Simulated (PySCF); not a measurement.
**RuS₂, quintet: data card**

These are results of PySCF, UPBE0, basis Ru def2-SVP with ECP28, S def2-SVP (scalar-relativistic core potentials, no spin–orbit coupling, density fitting), not measurements.

The structure is a minimum.

```xyz
3
charge 0 multiplicity 5, angstrom
Ru    0.0000    0.0000   -0.4627
S     1.7159    0.0000    0.7384
S    -1.7159    0.0000    0.7384
```

```json
{
 "Point group": "C2v",
 "Bond lengths": "Ru–S 2.095 Å (×2)",
 "Bond angles": "S–Ru–S 110.0°",
 "Highest occupied level (α)": "-6.81 eV",
 "Principal quadrupole moments (Buckingham, traceless) about the centre of mass": "-4.15, 1.97, 2.19 D Å",
 "Enthalpy at 298.15 K above 0 K": "12.68 kJ/mol",
 "Heat capacity Cp at 298.15 K": "51.4 J/(mol K)",
 "Lowest empty level (β)": "-3.98 eV",
 "Atomisation energy without zero-point energy": "719 kJ/mol",
 "Principal polarisabilities": "39.1, 63.5, 106.1 bohr³",
 "Rotational constants": "0.2974, 0.08953, 0.06882 cm⁻¹",
 "Rotational symmetry number": "2",
 "Spin squared ⟨S²⟩": "6.023",
 "Entropy at 298.15 K and 1 bar (electronic part: spin only)": "306.0 J/(mol K)",
 "Zero-point energy": "7.1 kJ/mol",
 "Dipole moment": "2.57 D"
}
```

Harmonic modes (masses in u: Ru 101.904, S 31.972):
```tsv
symmetry	ω (cm⁻¹)	IR (km/mol)
a1	161	1.6
b2	510	25.2
a1	518	9.5
```

In C2v the vibrations span 2a1 + b2. Here b1 is antisymmetric to the molecular plane and b2 lies in it.

Charges (e):
| atom | Mulliken | Löwdin | polar tensor | spin (Mulliken) | Mayer order to Ru1 |
| --- | --- | --- | --- | --- | --- |
| Ru1 | 0.17 | -0.54 | 0.68 | 2.58 | – |
| S2,3 | -0.09 | 0.27 | -0.34 | 0.71 | 2.02 |

Mulliken populations on Ru1 (electrons outside its core potential): s 2.54, p 6.50, d 6.78, f 0.01.

Outer orbital energies (eV). α occupied: -10.90, -10.66, -10.55, -8.50, -7.88, -7.82, -6.93, -6.81; empty: -3.34, -1.67, 0.06, 1.54. β occupied: -18.93, -18.60, -10.10, -9.95, -9.05, -8.80, -8.25, -7.06; empty: -3.98, -3.88, -3.55, -3.14.

Formally Ru is in oxidation state +4, d4, with 4 unpaired electrons (the high-spin count). The Mulliken spin on Ru is 2.58. The polar-tensor charge on Ru, 0.68, is far below the formal one.

Other isomers or separated fragments may lie lower. Open d and f shells are described by one determinant, and the ground state may have another occupation or spin.

The final relaxation and frequency run took about 50 core-seconds on a shared host.
